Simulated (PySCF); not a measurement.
# Dipole moment and polarisability of `[H]/N=C\C(C=O)=C/[SiH2][SiH3]`

Species: C₄H₉NOSi₂.
Structure used (GFN2-xTB), in Å, numbered top down from 1:
```xyz
17
C4H9NOSi2 angstrom
N     -1.7486    1.9088   -0.8205
C     -0.9626    0.9650   -0.5615
C     -1.2236   -0.3023    0.1387
C     -2.5824   -0.5926    0.6217
O     -3.5403    0.1370    0.5589
C     -0.2403   -1.1970    0.3620
Si     1.5863   -1.0278   -0.0841
Si     2.5169    0.7479    1.0881
H     -2.7081    1.7680   -0.5034
H      0.0699    1.0882   -0.8936
H     -2.6719   -1.5998    1.0806
H     -0.5211   -2.0932    0.9059
H      1.6658   -0.9018   -1.5445
H      2.1546   -2.3440    0.2383
H      1.5231    1.4126    1.9343
H      3.0642    1.7443    0.1661
H      3.6111    0.2990    1.9526
```

Level: CAM-B3LYP/def2-SVPD (PySCF), static field, nuclei fixed, core orbitals frozen in the response. The polarisability tensor in these axes (au):

```
x   148.56 -12.99   5.25
y   -12.99 116.56  -4.91
z     5.25  -4.91  89.73
```

Question: What are the eigenvalues, a third of the trace, and Δα (Δα² = ½Σ(αi − αj)² over the three pairs)?

Answer: Principal values 88.70, 112.30 and 153.85 au; mean 118.29 au = 17.53 Å³ = 19.50 × 10⁻⁴⁰ C²·m²/J; Δα = 57.13 au (48 % of the mean).

Question: What is the dipole moment, and where does it point?

Answer: (2.85, -3.26, 1.20) D, 4.50 D in size, pointing from the negative to the positive side. Measured along this direction, the outermost atoms are H9 at the negative end and H14 at the positive end.

Question: Directions of the eigenvectors, and the extent of the frame along each?

Answer: Largest value along (0.94, -0.34, 0.10), where the nuclei span 6.77 Å; middle along (0.35, 0.93, -0.12), 5.23 Å; least along (-0.05, 0.15, 0.99), 3.79 Å. The response follows the extents in order.

Question: Form Σ f/ω² (atomic units) for the 8 lowest TDDFT singlets, given as eV and f, and set it beside the mean polarisability, which is this sum over all singlets: 3.36, 0.0002; 4.26, 0.0026; 5.18, 0.4017; 5.42, 0.0009; 5.88, 0.0353; 6.24, 0.0105; 6.48, 0.0045; 6.65, 0.1092.

Answer: They add up to 14.09 au, 11.9 % of the 118.29 au; the largest single term is 11.10 au, from the state at 5.18 eV. Terms in order: 0.01, 0.10, 11.10, 0.02, 0.76, 0.20, 0.08, 1.83 au. Higher excitations give the rest. The strengths listed sum to 0.565.

Question: Traceless (Buckingham) quadrupole moment about the centre of nuclear charge: eigenvalues?

Answer: -10.35, 3.56, 6.78 D·Å. The values depend on the origin, since the dipole doesn't vanish. The electronic extent ⟨r²⟩ about the same centre is 1839 bohr², a root-mean-square distance of 2.60 Å for the 76 electrons.

Question: How large is μ²/3kT at 400 K beside α?

Answer: In Gaussian units μ²/3kT = 122.03 Å³ against 17.53 Å³, a ratio of 6.96; the Debye molar polarisation (4π/3)N_A(α + μ²/3kT) is 352.0 cm³/mol, leaving out the vibrational part.

Question: Refractivity n − 1 of an ideal gas of it at 273.15 K and 1 atm, from the electronic α?

Answer: N = p/kT = 2.6868 × 10¹⁹ cm⁻³, so n − 1 = 2π × N × 17.53 × 10⁻²⁴ cm³ = 2959 × 10⁻⁶ at long wavelengths, for an ideal gas.

Isolated species at its GFN2-xTB geometry (one conformer only).
